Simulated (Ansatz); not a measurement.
# Reading a saddle point

A first-order saddle point of AlH$_{5}$Cl$_{2}$O$_{2}$, singlet, PBE0-D4/def2-TZVP, with one imaginary mode of 700i cm⁻¹:

```csv
atom,x (Å),y (Å),z (Å)
Al1,-1.0577,-0.1203,-0.6085
H2,0.2242,0.9073,-1.0758
Cl3,-1.0203,-1.6762,-2.0278
Cl4,-2.8169,1.0203,-0.4246
H5,0.9252,-0.0556,0.9914
O6,-0.3981,-0.6038,0.9672
H7,0.9954,0.7662,-0.3779
O8,1.7012,0.5082,0.5494
H9,-0.9636,-0.6642,1.7374
H10,2.4106,-0.0821,0.2689
```

Program: Ansatz 0.2.0. Basis: def2-TZVPP and def2-QZVPP. Cores are frozen in the correlated methods. Extrapolation: Hartree–Fock as exp(−7.88 √X), correlation as X^−2.97.

Which contacts change along the imaginary mode, and what lies on either side? (A judgement: the text doesn't fix the answer.)

By the calculation: The step is AlHCl₂ ([Cl][AlH][Cl]) + H₂O + H₂O → AlHCl₂O ([OH][Al]([Cl])[Cl]) + H₂O + H₂, with the molecules in contact on both sides. Shortening one way: Al1–O6, H2–H7, H5–O8; lengthening the same way: Al1–H2, H5–O6, H7–O8.
```json
{"pair": "Al1–O6", "one side (Å)": "1.91", "saddle (Å)": "1.78", "other side (Å)": "1.70"}
{"pair": "H2–H7", "one side (Å)": "1.95", "saddle (Å)": "1.05", "other side (Å)": "0.77"}
{"pair": "H5–O8", "one side (Å)": "1.60", "saddle (Å)": "1.06", "other side (Å)": "0.97"}
{"pair": "Al1–H2", "one side (Å)": "1.60", "saddle (Å)": "1.71", "other side (Å)": "2.03"}
{"pair": "H5–O6", "one side (Å)": "1.00", "saddle (Å)": "1.43", "other side (Å)": "1.97"}
{"pair": "H7–O8", "one side (Å)": "0.97", "saddle (Å)": "1.19", "other side (Å)": "2.04"}
```

Which side is lower, and how far does the saddle lie above each? (Judge from chemistry; the value comes from the calculation.)

The calculation gives: The side with Al1–H2, H5–O6, H7–O8 short is lower by 2.04 kcal/mol; the saddle lies 14.94 kcal/mol above it and 12.89 kcal/mol above the other (CCSD(T) at an estimated basis limit (MP2 extrapolated from triple and quadruple zeta, plus CCSD(T) − MP2 in triple zeta); electronic energies).

The T1 diagnostic stays at or below 0.010.

The step is the kind of ligand exchange by which a precursor binds to a hydroxyl group, or is hydrolysed, in atomic layer deposition of oxides.

Labels in which every atom is bracketed show which atoms are joined, not bond orders.

For scale, one of the runs: CCSD(T)/def2-TZVPP, 258 basis functions, launched by `ansatz run in.yaml --threads 8 --pin off --events-out ev --progress --plain --max-ram 19148MiB`. The run took 64 s on 8 CPU threads of a Oxide Virtual Turin-like (shared host), with 5.7 GiB of host memory at its peak.
